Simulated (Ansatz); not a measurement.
Reactions of `N=C[SiH2][SiH2]N`.

Gas-phase electronic energies from Ansatz, PBE0-D4/def2-TZVP geometries. CBS: MP2 limit from def2 TZ/QZ plus the TZ coupled-cluster correction, frozen cores. This one scheme is used for every species. DFT in def2-TZVPP. B3LYP here is the variant with VWN-RPA as its local correlation; programs differ in this. For Ge, Se outer-core shells are correlated without core-valence functions, which leaves a few kJ/mol of doubt a bond. Scalar relativity is left out up to krypton. Each species was taken in one conformer, which may not be the lowest.

```
                                                                reaction  HF/CBS(def2) (eV)  B3LYP-D4 (eV)  ωB97M-V (eV)  ωB97X-V (eV)
                     `N=C[SiH2][SiH2]N` + H–F → `N[SiH2]F` + `N=C[SiH3]`              -1.97          -1.54         -1.61         -1.56
           `N=C[SiH2][SiH2]N` + silanol → `N[SiH2]O[SiH3]` + `N=C[SiH3]`              -1.62          -1.23         -1.27         -1.22
                `N=C[SiH2][SiH2]N` + H₂Se → `N=C[SeH]` + `N[SiH2][SiH3]`               0.21           0.20          0.25          0.23
`N=C[SiH2][SiH2]N` + `[SH][GeH3]` → `N=[CH][GeH2][SH]` + `N[SiH2][SiH3]`               0.10           0.15          0.16          0.15
                            `N=C[SiH2][SiH2]N` → `N=C[SiH2]N` + `[SiH2]`               2.11           2.44          2.37          2.57
    `N=C[SiH2][SiH2]N` + `[OH][GeH3]` → `N[SiH2][O][GeH3]` + `N=C[SiH3]`              -1.56          -1.18         -1.23         -1.17
                     `N=C[SiH2][SiH2]N` + H–F → `N=C[SiH2]F` + `N[SiH3]`              -1.70          -1.28         -1.34         -1.30
```

(1) Give the CCSD(T)/CBS values in the same order. (An estimate is asked.)

Largest T1 diagnostic: 0.014, for `[SiH2]`.

Results:

(1) Ansatz gave: -1.53, -1.25, 0.25, 0.13, 2.45, -1.21, -1.26 eV.
